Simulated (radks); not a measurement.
Results of a calculation; reference values are marked as such.
Neutral bromine inside a hard spherical wall (all orbitals vanish at R), configuration held at [Ar] 3d10 4s2 4p5 and not refilled when levels cross. Level of theory: non-relativistic Kohn-Sham, PBE, spin-polarised, spherical densities, point nucleus; open shells are filled with parallel spins first (a radial shooting solver on a logarithmic mesh with Libxc functionals). Eigenvalues in eV for spin up, with the zero of energy where the potential of the charges vanishes at infinity; a dash marks a level that is unbound or too diffuse for the functional's potential to be trusted. A positive occupied level is held by the wall or, in an anion where self-interaction has pushed it up, behind a barrier. The pressure on the wall is -dE/dV.

R (bohr) = free: E (hartree) -2573.78331; kinetic (hartree) 2572.270; e(3p) -171.68; e(3d) -68.373; e(4s) -19.781; e(4p) -8.239; e(5s, empty) -; e(5p, empty) -; pressure (GPa) 0
R (bohr) = 20: E (hartree) -2573.78331; kinetic (hartree) 2572.270; e(3p) -171.68; e(3d) -68.373; e(4s) -19.781; e(4p) -8.239; e(5s, empty) -; e(5p, empty) -; pressure (GPa) < 0.0001
R (bohr) = 10: E (hartree) -2573.78329; kinetic (hartree) 2572.270; e(3p) -171.68; e(3d) -68.370; e(4s) -19.779; e(4p) -8.236; e(5s, empty) -0.027; e(5p, empty) 1.702; pressure (GPa) 0.000913
R (bohr) = 7: E (hartree) -2573.78086; kinetic (hartree) 2572.293; e(3p) -171.53; e(3d) -68.222; e(4s) -19.659; e(4p) -8.120; e(5s, empty) 1.871; e(5p, empty) 5.000; pressure (GPa) 0.178
R (bohr) = 5: E (hartree) -2573.73099; kinetic (hartree) 2572.620; e(3p) -170.05; e(3d) -66.745; e(4s) -18.554; e(4p) -6.951; e(5s, empty) 8.886; e(5p, empty) 14.808; pressure (GPa) 7.65
R (bohr) = 4: E (hartree) -2573.52399; kinetic (hartree) 2573.704; e(3p) -166.52; e(3d) -63.252; e(4s) -15.991; e(4p) -4.012; e(5s, empty) 21.458; e(5p, empty) 30.200; pressure (GPa) 62.5
R (bohr) = 3.5: E (hartree) -2573.18287; kinetic (hartree) 2575.243; e(3p) -162.58; e(3d) -59.355; e(4s) -12.965; e(4p) -0.410; e(5s, empty) 35.148; e(5p, empty) 45.901; pressure (GPa) 197
R (bohr) = 2.5: E (hartree) -2570.11877; kinetic (hartree) 2586.292; e(3p) -143.88; e(3d) -40.967; e(4s) 5.679; e(4p) 21.734; e(5s, empty) 110.10; e(5p, empty) 126.48; pressure (GPa) 2660
